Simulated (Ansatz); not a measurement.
`C[SiH]([AlH2])CF` + `CB[SiH3]` → `C[BH][AlH2]` + `C[SiH]([SiH3])CF`  (redistribution)

Gas-phase electronic energies from Ansatz, PBE0-D4/def2-TZVP geometries. CCSD(T)/CBS adds triple-zeta CCSD(T) − MP2 to the extrapolated MP2 energy (def2 sets, frozen cores). Each species was taken in one conformer, which may not be the lowest.

`C[SiH]([AlH2])CF`:

Cartesian coordinates in Å:
```
C 1.768 -0.296 -0.283
Si -0.096 -0.136 -0.460
Al -1.400 -1.698 0.932
C -0.608 1.660 -0.093
F 0.100 2.551 -0.899
H 2.267 0.432 -0.927
H 2.086 -0.114 0.746
H 2.104 -1.295 -0.567
H -0.464 -0.397 -1.888
H -2.796 -1.274 1.567
H -0.874 -3.177 1.196
H -1.677 1.815 -0.275
H -0.408 1.929 0.951
```

`CB[SiH3]`:

Z-matrix (Å, degrees):
```
C
B 1 1.550
H 1 1.092 2 114.9
H 1 1.106 2 102.7 3 113.8
H 1 1.091 2 116.1 3 -131.0
Si 2 2.018 1 124.4 3 151.8
H 2 1.201 1 118.6 3 -30.5
H 6 1.494 2 107.9 1 -112.4
H 6 1.491 2 111.7 1 130.1
H 6 1.491 2 114.0 1 7.1
```

`C[BH][AlH2]`:

Z-matrix (Å, degrees):
```
C
B 1 1.558
H 1 1.094 2 114.3
H 1 1.091 2 117.4 3 130.8
H 1 1.106 2 102.6 3 -113.0
Al 2 2.128 1 127.0 3 -149.9
H 2 1.207 1 115.2 3 34.1
H 6 1.597 2 121.8 1 -85.9
H 6 1.596 2 121.4 1 95.4
```

`C[SiH]([SiH3])CF`:

Cartesian coordinates in Å:
```
C 1.698 -0.245 -0.766
Si 0.143 -0.509 0.243
Si -1.789 -0.203 -1.046
C 0.111 0.694 1.715
F 0.054 2.009 1.255
H 2.590 -0.434 -0.162
H 1.743 0.785 -1.127
H 1.726 -0.911 -1.631
H 0.126 -1.881 0.834
H -1.787 1.137 -1.694
H -1.864 -1.237 -2.115
H -3.007 -0.318 -0.197
H 1.012 0.594 2.331
H -0.756 0.521 2.361
```

```json
{"species": "`C[SiH]([AlH2])CF`", "HF/CBS(def2) energy (Eh)": "-710.78144"}
{"species": "`CB[SiH3]`", "HF/CBS(def2) energy (Eh)": "-355.58115"}
{"species": "`C[BH][AlH2]`", "HF/CBS(def2) energy (Eh)": "-307.95829"}
{"species": "`C[SiH]([SiH3])CF`", "HF/CBS(def2) energy (Eh)": "-758.40028"}
```

(1) Work out ΔE.

Largest T1 diagnostic among the species: 0.012.

Results:

(1) ΔE = (-307.95829) + (-758.40028) − (-710.78144) − (-355.58115) = 0.00402 Eh = +2.5 kcal/mol. CCSD(T)/CBS gives +2.6 kcal/mol.
